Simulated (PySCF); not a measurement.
**Ru: excitation energy**

Ru [Kr] 4d7 5s1 (5F) → Ru [Kr] 4d6 5s1 5p1 (high-spin determinant), as a difference of total energies. Computed with PySCF 2.14 in ANO-RCC-VTZP, with scalar relativity by spin-free X2C-1e. Correlated levels: valence: [Kr] frozen; valence and next inner shell: [Ar] 3d10 frozen. The calculations carry no spin-orbit coupling.

```json
{"method": "UHF", "excitation energy (cm⁻¹)": "14057"}
{"method": "LDA", "excitation energy (cm⁻¹)": "31076"}
{"method": "PBE", "excitation energy (cm⁻¹)": "30081"}
{"method": "PBE0", "excitation energy (cm⁻¹)": "27615"}
{"method": "r2SCAN", "excitation energy (cm⁻¹)": "27357"}
{"method": "B3LYP", "excitation energy (cm⁻¹)": "30485"}
{"method": "BLYP", "excitation energy (cm⁻¹)": "32424"}
{"method": "B97-3", "excitation energy (cm⁻¹)": "30867"}
{"method": "MP2 (valence)", "excitation energy (cm⁻¹)": "24939"}
{"method": "SCS-MP2 (valence)", "excitation energy (cm⁻¹)": "27486"}
{"method": "MP2 (valence and next inner shell)", "excitation energy (cm⁻¹)": "24867"}
{"method": "SCS-MP2 (valence and next inner shell)", "excitation energy (cm⁻¹)": "25855"}
```

A first-order spin-orbit estimate (lowest level to lowest level, LS coupling) adds 0.120 eV.

The basis was made for the ground configuration and has no added diffuse functions, so the excitation energy can come out too high.

The determinant of the upper state mixes LS terms, which raises its energy above the lowest term, most at the Hartree-Fock and MP2 levels.
